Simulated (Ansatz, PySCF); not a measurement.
Gas-phase reaction in SMILES: Cc1ccc(C)[nH]1 + 9 [H][H] (H2) → 6 C (CH4) + N (NH3)
Geometries: B3LYP-D3(BJ)/def2-TZVP minima from Ansatz (an electronic-structure program).

Property: energy of full hydrogenation (enthalpy at 298 K, with B3LYP-D3(BJ) rigid-rotor harmonic-oscillator terms from PySCF), in kcal/mol. Cores are frozen in the correlated levels unless marked. Spin-orbit coupling is left out. Non-relativistic. Basis-set limits of correlation are two-point, X^-3; Hartree-Fock from the larger set.

From measured enthalpies of formation at 298 K: -127.3 kcal/mol (Cc1ccc(C)[nH]1 9.5, CRC Handbook; [H][H] (H2) 0.0, ATcT 1.112; C (CH4) -17.8, ATcT 1.112; N (NH3) -10.9, ATcT 1.112). It holds spin-orbit effects, which the calculations lack, and core correlation, which the frozen-core levels lack. This is an older compilation, not checked against later work.

Question: Rank these levels by their absolute error against the measured value, smallest first: PBE0/def2-TZVPD (Ansatz); CCSD/6-31G* (Ansatz); CCSD(T)/CBS(cc-pVTZ,cc-pVQZ) (Ansatz); MP2/STO-3G (Ansatz); PBE0/STO-3G (Ansatz).

Answer: CCSD(T)/CBS(cc-pVTZ,cc-pVQZ) (-128.2 kcal/mol, error -0.9), PBE0/def2-TZVPD (-134.9 kcal/mol, error -7.6), CCSD/6-31G* (-116.3 kcal/mol, error 11.0), MP2/STO-3G (-112.7 kcal/mol, error 14.6), PBE0/STO-3G (-143.4 kcal/mol, error -16.1)
